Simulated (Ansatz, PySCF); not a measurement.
C2H6B, doublet, at a GFN2-xTB geometry. Base run: BLYP/cc-pVDZ in PySCF.

The PySCF input:
```python
from pyscf import gto, scf, dft

mol = gto.Mole()
mol.atom = '''
    C     1.377485   -0.084532    0.140484
    B     0.026495    0.295237   -0.545836
    C    -1.386433   -0.015166    0.043839
    H     1.608413   -1.117196   -0.130346
    H     2.240368    0.510696   -0.157208
    H     1.318838   -0.054615    1.231789
    H    -1.408602   -0.945623    0.617460
    H    -2.199719   -0.057752   -0.680201
    H    -1.638091    0.786494    0.741750
'''
mol.basis = 'cc-pvdz'
mol.charge = 0
mol.spin = 1
mol.verbose = 4
mol.build()

mf = dft.UKS(mol)
mf.xc = 'blyp'
mf.kernel()
```

The same geometry, method and basis name were run in Ansatz (a first-principles code) and PySCF, at each program's defaults and at the settings that a row names. The base is PySCF at its defaults. Differences at the defaults can come from grids, fitting, cores and function types together.

| code and settings | ΔE vs base (µEh) | basis functions | E (Eh) | SCF cycles | dipole (D) |
|---|---|---|---|---|---|
| PySCF, defaults (exact integrals, its default grid, spherical functions) | 0.0 | 72 | -104.52451 | 9 | 1.12 |
| Ansatz, defaults (factorised integrals, its default grid, spherical functions) | -4.1 | 72 | -104.52452 | - | - |
| PySCF, density fitting with def2-universal-jkfit | -70.3 | 72 | -104.52458 | 9 | 1.12 |
| PySCF, fine grid | -1.4 | 72 | -104.52451 | 9 | 1.12 |
| Ansatz, high accuracy | -1.3 | 72 | -104.52451 | - | - |

Open shells are given as the SCF converged; they aren't shown to be the lowest states, and a large step between rows can be another state.
